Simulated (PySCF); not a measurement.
## Static response to an electric field

C9H13ClGeO.
Geometry (PBE0-D3(BJ)/def2-SVP, Å), atoms numbered from 1 in this order:
```
atom  x, y, z in Å
C1     2.0772    0.3203   -2.5403
C2     1.2691    0.0650   -1.2832
C3    -0.2325    0.2737   -1.5100
C4    -1.0392   -0.0521   -0.2873
C5    -1.3449    0.9365    0.6541
C6    -1.9945    0.6138    1.8450
C7    -2.3578   -0.7052    2.1080
C8    -2.0725   -1.6991    1.1708
C9    -1.4176   -1.3731   -0.0141
O10    1.7426    0.9439   -0.2816
Ge11   1.9406    0.4953    1.4210
Cl12   1.3270    2.2140    2.5748
H13    1.9443    1.3635   -2.8649
H14    3.1469    0.1585   -2.3452
H15    1.7627   -0.3459   -3.3576
H16    1.4160   -0.9912   -0.9755
H17   -0.5483   -0.3595   -2.3546
H18   -0.3869    1.3233   -1.8064
H19   -1.0484    1.9699    0.4606
H20   -2.2053    1.3987    2.5746
H21   -2.8666   -0.9601    3.0406
H22   -2.3619   -2.7348    1.3655
H23   -1.1914   -2.1579   -0.7424
H24    3.4401    0.3205    1.7058
H25    1.0721   -0.7146    1.7875
```

Level: B3LYP/def2-SVPD (PySCF), static field, nuclei fixed, core orbitals frozen in the response. The polarisability tensor in these axes (au):

```
x   142.49  11.29 -20.23
y    11.29 145.32   8.48
z   -20.23   8.48 160.96
```

**Question.** Diagonalise the tensor; give its mean and Δα, where Δα² is half the sum of the squared differences of the eigenvalues.

**Answer.** Principal values 121.24, 153.53 and 174.00 au; mean 149.59 au = 22.17 Å³ = 24.66 × 10⁻⁴⁰ C²·m²/J; Δα = 46.07 au (31 % of the mean).

**Question.** What is the dipole moment, and where does it point?

**Answer.** (0.00, -2.50, -1.12) D, 2.74 D in size, pointing from the negative to the positive side. Measured along this direction, the outermost atoms are Cl12 at the negative end and H23 at the positive end.

**Question.** How large is μ²/3kT at 500 K beside α?

**Answer.** In Gaussian units μ²/3kT = 36.14 Å³ against 22.17 Å³, a ratio of 1.63; the Debye molar polarisation (4π/3)N_A(α + μ²/3kT) is 147.1 cm³/mol, leaving out the vibrational part.

**Question.** What would n − 1 = 2πNα be for an ideal gas of these molecules at 350 K and 1 atm, electronic part alone?

**Answer.** N = p/kT = 2.0968 × 10¹⁹ cm⁻³, so n − 1 = 2π × N × 22.17 × 10⁻²⁴ cm³ = 2920 × 10⁻⁶ at long wavelengths, for an ideal gas.

**Question.** What are the principal values of the traceless quadrupole moment, Θ = ½Σq(3rr − r²1), about the centre of nuclear charge?

**Answer.** -7.31, 2.25, 5.06 D·Å. The values depend on the origin, since the dipole doesn't vanish. The electronic extent ⟨r²⟩ about the same centre is 3036 bohr², a root-mean-square distance of 2.62 Å for the 124 electrons.

**Question.** What depolarisation ratio follows for Rayleigh scattering of linearly polarised light, taking the static tensor?

**Answer.** ρ = 3Δα²/(45ᾱ² + 4Δα²) = 6368.3/(1006980 + 8491.0) = 0.00627.

One conformer (not necessarily the lowest) at the PBE0-D3(BJ)/def2-SVP geometry, without solvent, vibrations or thermal averaging. The calculation is non-relativistic, for germanium too.

The run behind these numbers computed excited states as well. The run took 1.7 min wall, 3.9 min CPU on an AMD EPYC 9R14 with 2 threads, shared host with 192 logical CPUs at a one-minute load of 43, and the process peaked at 2.8 GiB of memory.
